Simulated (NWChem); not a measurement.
System: 1,1-difluoroethane (C$_{2}$H$_{4}$F$_{2}$); SMILES FC(C)F

Results from NWChem. Coordinates come from a PBE0/def2-SVP optimisation. Level: PBE0/def2-SVP with SMD (1 M gas to 1 M solution), gas-phase geometry.

For solvent n-hexane:

```
Property                                     Result
-------------------------------------------  ------
solvation free energy (kcal/mol)               -2.1
cavity-dispersion-structure term (kcal/mol)    -0.4
dipole in solution (D)                         2.26
```

### Question
Estimate the same quantities for solvent water.

### Answer
The solvation free energy (kcal/mol) is -0.6 and the cavity-dispersion-structure term (kcal/mol) is 3.3. The dipole in solution (D) is 2.50.
